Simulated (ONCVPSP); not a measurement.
# Which change was made? (Ga, ONCV)

```
Element                 : gallium
Generator               : ONCVPSP 4.0.1
Type                    : optimised norm-conserving Vanderbilt (ONCV)
Functional              : PBE
Relativity              : fully relativistic
Frozen core             : [Ne]
Valence charge          : 21
Reference configuration : 3s2 3p6 3d10 4s2 4p0.5 (charge +0.5)
Partial waves           : 3s+4s: rc 1.25 bohr, ncon 4, nbas 9, qcut 11.2 1/bohr, 3 projectors, debl 2.1 Ha; 3p+4p: rc 1.10 bohr, ncon 4, nbas 7, qcut 14.1 1/bohr, 3 projectors, debl 3.8 Ha; 3d: rc 1.40 bohr, ncon 3, nbas 8, qcut 10.3 1/bohr, 1 projector
Local potential         : polynomial inside 0.80 bohr (lpopt 4, dvloc0 -1 Ha)
Core correction         : none
```

Open shells are filled in proportion to 2j + 1.

Cutoffs, loose and tight: the cutoffs (Ha) at which the residual kinetic energy of the hardest occupied pseudo-wave falls to 1 and 0.1 mHa per electron. They do not see the model core or the augmentation charge, which bear on the density cutoff. Test errors are all-electron minus pseudo excitation energies from the reference, over the configurations 3s2 3p6 3d10 4s2 4p1; 3s2 3p6 3d10 4s2 4p0; 3s2 3p6 3d10 4s1 4p0; 3s2 3p6 3d9 4s2 4p1; variants that change the core or the reference have their own tests.

The base gives: outcome: generated; cutoff, loose: 59 Ha; cutoff, tight: 71 Ha; bound ghosts: none; GHOST(+) flags above zero: none; largest test error (meV): +175.

(1) After one change the result is: outcome: generated; cutoff, loose: 59 Ha; cutoff, tight: 71 Ha; bound ghosts: none; GHOST(+) flags above zero: none; largest test error (meV): +356. Which change was it?
A. d: rc 1.76
B. d: rc 1.26
C. d: rc 2.06
D. d: rc 1.02

## Answers

(1) A. The others give: d: rc 1.02 → outcome: generated; bound ghosts: none; GHOST(+) flags above zero: none; largest test error (meV): +19 | d: rc 1.26 → outcome: generated; cutoff, loose: 59 Ha; cutoff, tight: 124 Ha; bound ghosts: none; GHOST(+) flags above zero: none; largest test error (meV): +115 | d: rc 2.06 → outcome: generated; cutoff, loose: 59 Ha; cutoff, tight: 71 Ha; bound ghosts: none; GHOST(+) flags above zero: none; largest test error (meV): +552.
